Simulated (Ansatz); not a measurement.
Cost and result for the atomization energy of `[NH2][SnH]1[O][SiH2]1` (9 atoms, 9 bonds).

```xyz
9

N    -1.681   -1.282    0.047
Sn   -0.138   -0.342   -0.830
O     0.253    1.540    0.209
Si    1.647    0.777    0.447
H    -2.594   -0.886   -0.132
H    -1.585   -1.467    1.035
H    -0.772    0.143   -2.341
H     2.879    1.246   -0.239
H     1.992    0.273    1.803
```

Charge 0, multiplicity 1. Correlated methods include outer-core shells of Sn, which these sets cover unevenly. Sn: def2 effective core potential. All single points use the PBE0-D4/def2-TZVP geometry. It is one conformer, not always the lowest. Program: Ansatz. All runs use 4 threads of an Arm Neoverse V1 on a shared host. Times are those of one run each, without the atoms' runs, and a repeat can differ threefold. Electronic energies, without spin–orbit coupling; frozen cores. CCSD(T)/CBS adds CCSD(T) − MP2 in def2-TZVPP to the MP2 limit, and its time is that of the two runs behind it. T1 = 0.016. With those shells the extrapolation isn't a true limit. B3LYP takes the VWN-RPA correlation (the form of Gaussian; ORCA's B3LYP/G).

CCSD(T)/CBS is a level of theory with its own doubt, some kJ/mol a heavy atom from the limit and from the frozen cores, so smaller differences don't rank the functionals.

| level | functions | wall time | atomization (kcal/mol) | difference from CCSD(T)/CBS | per bond |
| --- | --- | --- | --- | --- | --- |
| PBE-D4/def2-TZVPP (with forces) | 224 | 2.5 s | 663.9 | 2.8 | 0.3 |
| PBE0-D4/def2-TZVPP | 224 | 2.8 s | 645.1 | -16.0 | -1.8 |
| B3LYP-D4/def2-TZVPP (with forces) | 224 | 4.3 s | 653.0 | -8.1 | -0.9 |
| r2SCAN-D4/def2-TZVPP (with forces) | 224 | 4.4 s | 654.0 | -7.1 | -0.8 |
| B2PLYP/def2-TZVPP | 224 | 5.5 s | 645.1 | -16.0 | -1.8 |
| ωB97X-V/def2-TZVPP | 224 | 8 s | 659.9 | -1.2 | -0.1 |
| ωB97M-V/def2-TZVPP (with forces) | 224 | 12 s | 654.9 | -6.2 | -0.7 |
| MP2/def2-QZVPP | 416 | 18 s | 657.6 | -3.5 | -0.4 |
| CCSD(T)/def2-TZVPP | 224 | 2.5 min | 634.6 | -26.5 | -2.9 |
| CCSD(T)/CBS(def2) | – | 2.7 min | 661.1 | 0.0 | 0.0 |

The D4 term adds +7.5 kcal/mol with B3LYP and +3.9 kcal/mol with PBE0; it sums over pairs of atoms, weighted by their polarisabilities, and B3LYP, whose exchange is more repulsive, gets the larger term. In def2-TZVPP, CCSD(T) changes the Hartree–Fock value by +211.3 kcal/mol (the triples alone add +13.9 kcal/mol) and MP2 by +218.1 kcal/mol; breaking electron pairs costs correlation energy, which Hartree–Fock lacks. From PBE to PBE0 (25 % exact exchange), in def2-TZVPP and without D4, the atomization energy moves by −18.1 kcal/mol: exact exchange takes away binding that semilocal exchange gives to molecules.

Spin–orbit coupling would lower the free Sn atoms strongly, and the atomization energy with them, by more than many differences here. For some Ge, Se and Sn compounds the MP2-based and the directly extrapolated limit differ by 10 to 25 kJ/mol.
